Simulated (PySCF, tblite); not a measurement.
Isomers of [C5H11OP2]+ (charge +1), one GFN2-xTB conformer each. Single-point energies are computed at PBE0/pcSseg-1 (PySCF, gas phase, no added dispersion term), electronic only.

**Question.** Rank them by PBE0/pcSseg-1 energy, lowest first (kcal/mol).
A. `[CH3:1][PH2+:2][C:3]#[C:4][P:5]([CH3:6])[CH2:7][OH:8]` (charge +1) with C4–P5–C7–O8 45°, P5–C7–O8–H 166°
B. `[O:1]=[C:2]1[CH2:3][CH2:4][PH+:5]([PH2:6])[CH2:7][CH2:8]1` (charge +1) with C4–P5–P6–H 169° and 75°, O1–C2–C3–C4 -114°, C2–C3–C4–P5 -58°, C3–C4–P5–P6 170°, C4–P5–C7–C8 -50°

**Answer.** B (0.0), A (50.9).

As drawn, the higher has an O–H bond, which the lower lacks. GFN2-xTB itself gives, in the same order: 0.0, 51.4. Both levels put the same isomer lowest.

**Question.** Which frontier levels and rotational constants go with these structures?

**Answer.** 
```tsv
SMILES	HOMO (eV, PBE0/pcSseg-1)	LUMO (eV)	A, B, C (MHz)
O=C1CC[PH+](P)CC1	-11.18	-5.51	3143, 813.6, 723.5
C[PH2+]C#CP(C)CO	-10.73	-5.40	2497, 623.4, 553.5
```

**Question.** What happens when harmonic zero-point energies from GFN2-xTB frequencies are added?

**Answer.** 
```csv
SMILES,ZPE (kcal/mol),electronic (kcal/mol),with ZPE (kcal/mol)
O=C1CC[PH+](P)CC1,91.5,0.0,0.0
C[PH2+]C#CP(C)CO,89.4,50.9,48.8
```

The zero-point energies span 2.1 kcal/mol. The order is unchanged.
